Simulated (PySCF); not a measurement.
Calculation: PBE-D3(BJ)/def2-TZVP // B3LYP-D3(BJ)/def2-TZVP (PySCF). All species are isolated molecules in the gas phase. One relaxed conformer stands for a flexible species; it need not be the lowest. 

Reference species (SMILES): `B1C[SiH2]1` (neutral, multiplicity 1).

```json
{
  "HOMO": "-5.95 eV",
  "HOMO–LUMO gap": "3.58 eV"
}
```

Changed species: `B[SiH]=C`.

Question: What does the change do to the HOMO and HOMO–LUMO gap?

Answer: the HOMO decreases by 0.10 eV, to -6.05 eV; the HOMO–LUMO gap drops by 1.36 eV, to 2.22 eV.
